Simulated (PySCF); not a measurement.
Geometries of 2 isomers of C2H4N2Si, from PBE0-D3(BJ)/def2-SVP geometry optimisation, gas phase (PySCF). One conformer each, no zero-point energy, no frequencies.

**Question.** Which is lower in electronic energy at this level?
A.
```xyz
9
angstrom
C     -1.853   -0.308   -0.376
N     -0.696   -0.031   -0.797
Si     0.558    0.746    0.136
C      1.963   -0.465    0.245
N      2.842   -1.217    0.334
H     -2.584   -0.801   -1.043
H     -2.224   -0.088    0.649
H      1.054    1.939   -0.595
H      0.168    1.090    1.538
```
B.
```xyz
9
angstrom
N      3.515    0.098    0.109
C      2.377   -0.102    0.034
C      0.957   -0.392   -0.039
N      0.150    0.419   -0.574
Si    -1.589    0.152   -0.713
H      0.679   -1.368    0.411
H     -2.265    1.281   -0.018
H     -1.995   -1.155   -0.101
H     -1.920    0.167   -2.164
```

**Answer.** A. That is `C=N[SiH2]C#N`, 8.8 kcal/mol below the other.

| SMILES | atoms numbered as above | E (Eh) | relative (kcal/mol) | relative (kJ/mol) | dipole (D) |
| --- | --- | --- | --- | --- | --- |
| C=N[SiH2]C#N | [CH2:1]=[N:2][SiH2:3][C:4]#[N:5] | -477.01199 | 0.0 | 0.0 | 4.39 |
| N#C/C=N/[SiH3] | [N:1]#[C:2]/[CH:3]=[N:4]/[SiH3:5] | -476.99803 | 8.8 | 36.6 | 3.75 |

As drawn, the lower has an Si–C bond, which the higher lacks.
